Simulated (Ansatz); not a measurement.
Consider the hydrogenolysis of a Ge–O bond: `[F][GeH]([Cl])[O][SiH3]` + H₂ → `[F][GeH2][Cl]` + `O[SiH3]`.

Program: Ansatz. Geometries: PBE0-D4/def2-TZVP. ΔE: electronic, gas phase. CBS: MP2 limit from def2 TZ/QZ plus the TZ coupled-cluster correction, frozen cores. This one scheme is used for every species. DFT in def2-TZVPP. B3LYP here is the variant with VWN-RPA as its local correlation; programs differ in this. For Ge outer-core shells are correlated without core-valence functions, which leaves a few kJ/mol of doubt a bond. Scalar relativity is left out up to krypton. One conformer a species, not always the lowest.

`[F][GeH]([Cl])[O][SiH3]`:

```xyz
9

F     2.117   -0.850    0.757
Ge    1.393   -0.244   -0.686
Cl    0.739   -1.948   -1.774
O     0.026    0.715   -0.211
Si   -1.360    0.478    0.654
H     2.402    0.593   -1.455
H    -1.168    0.976    2.038
H    -1.709   -0.965    0.687
H    -2.440    1.245   -0.011
```

H₂:

Z-matrix (Å, degrees):
```
H
H 1 0.746
```

`[F][GeH2][Cl]`:

Z-matrix (Å, degrees):
```
Ge
F 1 1.730
Cl 1 2.133 2 106.4
H 1 1.528 2 107.1 3 -116.6
H 1 1.528 2 107.1 3 116.6
```

`O[SiH3]`:

Z-matrix (Å, degrees):
```
Si
O 1 1.648
H 1 1.489 2 111.7
H 1 1.489 2 111.7 3 120.9
H 1 1.481 2 105.9 3 -119.6
H 2 0.957 1 117.9 3 -60.5
```

```csv
level,ΔE (kJ/mol),difference from CCSD(T)/CBS
B3LYP-D4,40.4,-1.5
r2SCANh-D4,40.9,-1.0
r2SCAN0-D4,39.4,-2.5
ωB97M-V,38.3,-3.6
B2PLYP,37.3,-4.6
PBE-QIDH,37.3,-4.6
PBE,25.6,-16.3
revPBE,22.7,-19.2
PBE0,25.9,-16.0
r2SCAN0,36.7,-5.2
BHLYP,30.2,-11.7
HF/def2-SVP,29.9,-12.0
CCSD(T)/def2-SVP,45.7,3.8
HF/def2-TZVPP,31.7,-10.2
CCSD(T)/def2-TZVPP,43.7,1.8
SCS-MP2/def2-QZVPP,45.4,3.5
CCSD(T)/CBS,41.9,0
```

Largest T1 diagnostic among the species: 0.012.

The D4 term adds +12.9 kJ/mol with B3LYP and +7.2 kJ/mol with PBE0; it sums over pairs of atoms, weighted by their polarisabilities, and B3LYP, whose exchange is more repulsive, gets the larger term. From BLYP to BHLYP (50 % exact exchange), in def2-TZVPP and without D4, ΔE moves by +3.6 kJ/mol. Leaving LDA and LC-ωPBE aside and taking each functional with its dispersion term where it has one, the values, not all of them listed here, spread over 9.3 kJ/mol, from HSE06-D4 to BHLYP-D4. LDA lies +3.5 kJ/mol from PBE without D4.
